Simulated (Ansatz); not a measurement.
**Isomers**

Structures of CH$_{4}$Al$_{2}$S, singlet, relaxed at PBE0-D4/def2-TZVP (vibrations not checked; lower isomers may exist, and structures with a doubtful reference or unclear bonds are left out). Ansatz 0.2.0; basis: def2-TZVPP; cores frozen in the correlated methods. B3LYP uses VWN-RPA correlation.

Rank them by CCSD(T) energy, lowest first, and give each one's height above the lowest. Links in brackets join atoms within 1.22 times the sum of their covalent radii (1.1 for two metals). (An estimate is asked for; the value comes from the calculation.)
A.
CH₄Al₂S ([CH2]1[AlH][S][AlH]1)
```
8
angstrom
C -0.4333 0.8138 0.2884
Al 1.3371 0.2940 -0.3604
S 0.9884 -1.8588 -0.6648
Al -0.9247 -1.0685 0.0865
H -0.9821 1.5165 -0.3473
H -0.4698 1.2091 1.3088
H 2.7067 1.0316 -0.6426
H -2.2224 -1.9377 0.3313
```
B.
CH₄Al₂S ([AlH2][Al]1[CH2][S]1)
```
8
angstrom
Al -1.3330 1.9473 -0.5616
Al -0.0206 -0.2022 -0.1274
C 1.2224 -1.4419 0.6880
S 0.3125 -2.2198 -0.7543
H -0.7488 3.0462 -1.5456
H -2.7248 2.1856 0.1616
H 0.9991 -1.9384 1.6293
H 2.2931 -1.3768 0.5100
```
C.
CH₄Al₂S ([CH3][Al]1[AlH][S]1)
```
8
angstrom
C -0.1341 1.7868 -0.0917
Al 0.0199 -0.1392 0.1290
Al 0.1893 -2.4656 0.6699
S 0.1400 -1.7238 -1.4185
H -1.1258 2.0366 -0.4815
H 0.0087 2.3273 0.8460
H 0.6030 2.1441 -0.8165
H 0.2989 -3.9663 1.1632
```

Computed: A (0.00 kcal/mol), C (15.31 kcal/mol), B (62.24 kcal/mol). Heights count from the lowest.

Do PBE-D4, r2SCAN-D4, PBE0-D4, B3LYP-D4, wB97M-V, HF, MP2 give the same order? (Judge from chemistry; the calculation decides.)

By the calculation: All do.

The T1 diagnostic stays at or below 0.016.

For scale, one of the runs: CCSD(T)/def2-TZVPP, 213 basis functions, launched by `ansatz run in.yaml --threads 2 --pin off --events-out ev --progress --plain --max-ram 4352MiB`. The run took 70 s on 2 CPU threads of an Arm Neoverse V1 (shared host), with 2.6 GiB of host memory at its peak.
